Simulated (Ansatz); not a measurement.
Ansatz (a program for electronic structure) input (HF/6-31G*):

Ansatz 0.2 input:
```yaml
crystal:
  periodic: [false, false, false]
  atoms:
    - {symbol: C, position_ang: [-0.81285189, -0.84441839, 0.09380733]}
    - {symbol: C, position_ang: [-0.93025053, 0.62652220, -0.23404069]}
    - {symbol: C, position_ang: [0.33249754, 0.13507348, 0.40621293]}
    - {symbol: N, position_ang: [1.51647348, 0.18851581, -0.33501867]}
    - {symbol: H, position_ang: [-0.65079520, -1.52214820, -0.72930783]}
    - {symbol: H, position_ang: [-1.45175211, -1.23364913, 0.87866580]}
    - {symbol: H, position_ang: [-1.64398011, 1.21158890, 0.33187511]}
    - {symbol: H, position_ang: [-0.84562654, 0.91394978, -1.26919152]}
    - {symbol: H, position_ang: [0.33082607, 0.35513523, 1.49013681]}
    - {symbol: H, position_ang: [2.10964273, -0.54755103, 0.04707502]}
basis:
  gaussian:
    orbitals: 6-31G*
hamiltonian:
  xc: {name: HF}
total_charge: -1
phonons: {temperatures: {t_min: 298.15, t_max: 298.15, t_step: 100}}
```

Output:

```
Functional definition: HF
integrals: 0.02 GiB planned
866 factors; integrals over basis functions are off by at most 3.8e-4 eV
mean field: 0.14 GiB planned
mean field evaluation 1: about -4661.3761 eV, gradient 3.2e1 eV
mean field evaluation 2: about -4661.3748 eV, gradient 3.2e1 eV
mean field evaluation 4: about -4664.0197 eV, gradient 3.9e0 eV
mean field evaluation 8: about -4664.0608 eV, gradient 5.2e-2 eV
mean field -4664.06084201 eV, -171.4010745297 hartree, gradient 3.1e-5 eV, S^2 0.000000; 0 other end points of the search recorded, 0 dependent functions left out
the calculation of the forces begins
reference -4664.06084201 eV, -171.4010745297 hartree; 16, 16 occupied and 56, 56 virtual orbitals, 866 factors
these checks for a lower state are left out or cut short: stability, starts, cluster_reference, orbital_swaps, neighbouring_geometries, increment
integrals: 0.02 GiB planned
866 factors; integrals over basis functions are off by at most 3.8e-4 eV
mean field: 0.14 GiB planned
mean field evaluation 16: about -4664.0607 eV, gradient 2.1e-6 eV
mean field -4664.06073334 eV, -171.4010705364 hartree, gradient 2.1e-6 eV, S^2 0.000000; 0 other end points of the search recorded, 0 dependent functions left out
the calculation of the forces begins
reference -4664.06073334 eV, -171.4010705364 hartree; 16, 16 occupied and 56, 56 virtual orbitals, 866 factors
these checks for a lower state are left out or cut short: stability, starts, cluster_reference, orbital_swaps, neighbouring_geometries, increment
integrals: 0.02 GiB planned
866 factors; integrals over basis functions are off by at most 3.8e-4 eV
mean field: 0.14 GiB planned
mean field -4664.06073173 eV, -171.4010704771 hartree, gradient 2.1e-6 eV, S^2 0.000000; 0 other end points of the search recorded, 0 dependent functions left out
the calculation of the forces begins
reference -4664.06073173 eV, -171.4010704771 hartree; 16, 16 occupied and 56, 56 virtual orbitals, 866 factors
these checks for a lower state are left out or cut short: stability, starts, cluster_reference, orbital_swaps, neighbouring_geometries, increment
integrals: 0.02 GiB planned
866 factors; integrals over basis functions are off by at most 3.8e-4 eV
mean field: 0.14 GiB planned
mean field -4664.06065643 eV, -171.4010677098 hartree, gradient 2.1e-6 eV, S^2 0.000000; 0 other end points of the search recorded, 0 dependent functions left out
the calculation of the forces begins
reference -4664.06065643 eV, -171.4010677098 hartree; 16, 16 occupied and 56, 56 virtual orbitals, 866 factors
these checks for a lower state are left out or cut short: stability, starts, cluster_reference, orbital_swaps, neighbouring_geometries, increment
integrals: 0.02 GiB planned
866 factors; integrals over basis functions are off by at most 3.8e-4 eV
mean field: 0.14 GiB planned
mean field evaluation 32: about -4664.0626 eV, gradient 1.7e-1 eV
mean field -4664.06065851 eV, -171.4010677863 hartree, gradient 2.1e-6 eV, S^2 0.000000; 0 other end points of the search recorded, 0 dependent functions left out
the calculation of the forces begins
reference -4664.06065851 eV, -171.4010677863 hartree; 16, 16 occupied and 56, 56 virtual orbitals, 866 factors
these checks for a lower state are left out or cut short: stability, starts, cluster_reference, orbital_swaps, neighbouring_geometries, increment
integrals: 0.02 GiB planned
866 factors; integrals over basis functions are off by at most 3.8e-4 eV
mean field: 0.14 GiB planned
mean field -4664.06065684 eV, -171.4010677252 hartree, gradient 2.1e-6 eV, S^2 0.000000; 0 other end points of the search recorded, 0 dependent functions left out
the calculation of the forces begins
reference -4664.06065684 eV, -171.4010677252 hartree; 16, 16 occupied and 56, 56 virtual orbitals, 866 factors
these checks for a lower state are left out or cut short: stability, starts, cluster_reference, orbital_swaps, neighbouring_geometries, increment
integrals: 0.02 GiB planned
866 factors; integrals over basis functions are off by at most 3.8e-4 eV
mean field: 0.14 GiB planned
mean field -4664.06065564 eV, -171.4010676809 hartree, gradient 2.1e-6 eV, S^2 0.000000; 0 other end points of the search recorded, 0 dependent functions left out
the calculation of the forces begins
reference -4664.06065564 eV, -171.4010676809 hartree; 16, 16 occupied and 56, 56 virtual orbitals, 866 factors
these checks for a lower state are left out or cut short: stability, starts, cluster_reference, orbital_swaps, neighbouring_geometries, increment
integrals: 0.02 GiB planned
866 factors; integrals over basis functions are off by at most 3.8e-4 eV
mean field: 0.14 GiB planned
mean field -4664.06069884 eV, -171.4010692683 hartree, gradient 2.1e-6 eV, S^2 0.000000; 0 other end points of the search recorded, 0 dependent functions left out
[...]
reference -4664.06073145 eV, -171.4010704669 hartree; 16, 16 occupied and 56, 56 virtual orbitals, 866 factors
these checks for a lower state are left out or cut short: stability, starts, cluster_reference, orbital_swaps, neighbouring_geometries, increment
integrals: 0.02 GiB planned
866 factors; integrals over basis functions are off by at most 3.8e-4 eV
mean field: 0.14 GiB planned
mean field -4664.06082010 eV, -171.4010737245 hartree, gradient 8.2e-6 eV, S^2 0.000000; 0 other end points of the search recorded, 0 dependent functions left out
the calculation of the forces begins
reference -4664.06082010 eV, -171.4010737245 hartree; 16, 16 occupied and 56, 56 virtual orbitals, 866 factors
these checks for a lower state are left out or cut short: stability, starts, cluster_reference, orbital_swaps, neighbouring_geometries, increment
integrals: 0.02 GiB planned
866 factors; integrals over basis functions are off by at most 3.8e-4 eV
mean field: 0.14 GiB planned
mean field -4664.06081986 eV, -171.4010737160 hartree, gradient 7.5e-6 eV, S^2 0.000000; 0 other end points of the search recorded, 0 dependent functions left out
the calculation of the forces begins
reference -4664.06081986 eV, -171.4010737160 hartree; 16, 16 occupied and 56, 56 virtual orbitals, 866 factors
these checks for a lower state are left out or cut short: stability, starts, cluster_reference, orbital_swaps, neighbouring_geometries, increment
integrals: 0.02 GiB planned
866 factors; integrals over basis functions are off by at most 3.8e-4 eV
mean field: 0.14 GiB planned
mean field -4664.06082374 eV, -171.4010738585 hartree, gradient 1.5e-6 eV, S^2 0.000000; 0 other end points of the search recorded, 0 dependent functions left out
the calculation of the forces begins
reference -4664.06082374 eV, -171.4010738585 hartree; 16, 16 occupied and 56, 56 virtual orbitals, 866 factors
these checks for a lower state are left out or cut short: stability, starts, cluster_reference, orbital_swaps, neighbouring_geometries, increment
integrals: 0.02 GiB planned
866 factors; integrals over basis functions are off by at most 3.8e-4 eV
mean field: 0.14 GiB planned
mean field -4664.06082368 eV, -171.4010738561 hartree, gradient 1.3e-6 eV, S^2 0.000000; 0 other end points of the search recorded, 0 dependent functions left out
the calculation of the forces begins
reference -4664.06082368 eV, -171.4010738561 hartree; 16, 16 occupied and 56, 56 virtual orbitals, 866 factors
these checks for a lower state are left out or cut short: stability, starts, cluster_reference, orbital_swaps, neighbouring_geometries, increment
integrals: 0.02 GiB planned
866 factors; integrals over basis functions are off by at most 3.8e-4 eV
mean field: 0.14 GiB planned
mean field -4664.06075315 eV, -171.4010712642 hartree, gradient 2.1e-6 eV, S^2 0.000000; 0 other end points of the search recorded, 0 dependent functions left out
the calculation of the forces begins
reference -4664.06075315 eV, -171.4010712642 hartree; 16, 16 occupied and 56, 56 virtual orbitals, 866 factors
these checks for a lower state are left out or cut short: stability, starts, cluster_reference, orbital_swaps, neighbouring_geometries, increment
integrals: 0.02 GiB planned
866 factors; integrals over basis functions are off by at most 3.7e-4 eV
mean field: 0.14 GiB planned
mean field evaluation 352: about -4664.0608 eV, gradient 1.1e-5 eV
mean field -4664.06075171 eV, -171.4010712114 hartree, gradient 2.1e-6 eV, S^2 0.000000; 0 other end points of the search recorded, 0 dependent functions left out
the calculation of the forces begins
reference -4664.06075171 eV, -171.4010712114 hartree; 16, 16 occupied and 56, 56 virtual orbitals, 866 factors
these checks for a lower state are left out or cut short: stability, starts, cluster_reference, orbital_swaps, neighbouring_geometries, increment
integrals: 0.02 GiB planned
866 factors; integrals over basis functions are off by at most 3.8e-4 eV
mean field: 0.14 GiB planned
mean field -4664.06078305 eV, -171.4010723631 hartree, gradient 9.1e-7 eV, S^2 0.000000; 0 other end points of the search recorded, 0 dependent functions left out
the calculation of the forces begins
reference -4664.06078305 eV, -171.4010723631 hartree; 16, 16 occupied and 56, 56 virtual orbitals, 866 factors
these checks for a lower state are left out or cut short: stability, starts, cluster_reference, orbital_swaps, neighbouring_geometries, increment
integrals: 0.02 GiB planned
866 factors; integrals over basis functions are off by at most 3.8e-4 eV
mean field: 0.14 GiB planned
mean field -4664.06078593 eV, -171.4010724691 hartree, gradient 1.4e-6 eV, S^2 0.000000; 0 other end points of the search recorded, 0 dependent functions left out
the calculation of the forces begins
reference -4664.06078593 eV, -171.4010724691 hartree; 16, 16 occupied and 56, 56 virtual orbitals, 866 factors
these checks for a lower state are left out or cut short: stability, starts, cluster_reference, orbital_swaps, neighbouring_geometries, increment
integrals: 0.02 GiB planned
866 factors; integrals over basis functions are off by at most 3.8e-4 eV
mean field: 0.14 GiB planned
mean field -4664.06077605 eV, -171.4010721061 hartree, gradient 2.1e-6 eV, S^2 0.000000; 0 other end points of the search recorded, 0 dependent functions left out
the calculation of the forces begins
reference -4664.06077605 eV, -171.4010721061 hartree; 16, 16 occupied and 56, 56 virtual orbitals, 866 factors
these checks for a lower state are left out or cut short: stability, starts, cluster_reference, orbital_swaps, neighbouring_geometries, increment
integrals: 0.02 GiB planned
866 factors; integrals over basis functions are off by at most 3.8e-4 eV
mean field: 0.14 GiB planned
mean field -4664.06077416 eV, -171.4010720366 hartree, gradient 2.1e-6 eV, S^2 0.000000; 0 other end points of the search recorded, 0 dependent functions left out
the calculation of the forces begins
reference -4664.06077416 eV, -171.4010720366 hartree; 16, 16 occupied and 56, 56 virtual orbitals, 866 factors
these checks for a lower state are left out or cut short: stability, starts, cluster_reference, orbital_swaps, neighbouring_geometries, increment
integrals: 0.02 GiB planned
866 factors; integrals over basis functions are off by at most 3.8e-4 eV
mean field: 0.14 GiB planned
mean field evaluation 384: about -4664.0608 eV, gradient 2.5e-5 eV
mean field -4664.06081701 eV, -171.4010736112 hartree, gradient 1.2e-6 eV, S^2 0.000000; 0 other end points of the search recorded, 0 dependent functions left out
the calculation of the forces begins
reference -4664.06081701 eV, -171.4010736112 hartree; 16, 16 occupied and 56, 56 virtual orbitals, 866 factors
these checks for a lower state are left out or cut short: stability, starts, cluster_reference, orbital_swaps, neighbouring_geometries, increment
integrals: 0.02 GiB planned
866 factors; integrals over basis functions are off by at most 3.8e-4 eV
mean field: 0.14 GiB planned
mean field -4664.06081769 eV, -171.4010736362 hartree, gradient 1.4e-6 eV, S^2 0.000000; 0 other end points of the search recorded, 0 dependent functions left out
the calculation of the forces begins
reference -4664.06081769 eV, -171.4010736362 hartree; 16, 16 occupied and 56, 56 virtual orbitals, 866 factors
Total energy: -4664.06084201 eV, -171.4010745297 hartree
Atom 0 at    -0.812852    -0.844418     0.093807 Å, force     0.000370    -0.000269     0.000222 eV/Å
Atom 1 at    -0.930251     0.626522    -0.234041 Å, force     0.000099     0.000444     0.000038 eV/Å
Atom 2 at     0.332498     0.135073     0.406213 Å, force    -0.000401     0.000040     0.000008 eV/Å
Atom 3 at     1.516473     0.188516    -0.335019 Å, force     0.000505    -0.000420    -0.000071 eV/Å
Atom 4 at    -0.650795    -1.522148    -0.729308 Å, force    -0.000094    -0.000208    -0.000314 eV/Å
Atom 5 at    -1.451752    -1.233649     0.878666 Å, force     0.000021     0.000114     0.000007 eV/Å
Atom 6 at    -1.643980     1.211589     0.331875 Å, force    -0.000055    -0.000052    -0.000102 eV/Å
Atom 7 at    -0.845627     0.913950    -1.269192 Å, force     0.000110    -0.000118     0.000213 eV/Å
Atom 8 at     0.330826     0.355135     1.490137 Å, force     0.000047     0.000022     0.000115 eV/Å
Atom 9 at     2.109643    -0.547551     0.047075 Å, force    -0.000602     0.000447    -0.000117 eV/Å
Dipole moment:    -0.901427    -0.240637     0.323223 e Å
Vibrations: 368.67 445.21 464.36 774.93 847.82 887.35 927.32 1051.09 1110.82 1157.34 1226.86 1256.08 1290.26 1317.12 1405.75 1544.07 1582.45 1636.91 2925.73 3209.06 3237.87 3316.90 3338.53 3435.62 cm⁻¹, zero-point energy 2.402698 eV
```

The blocks after the first are displaced geometries, from whose forces the wavenumbers follow.

The dipole moment of an ion depends on the origin.
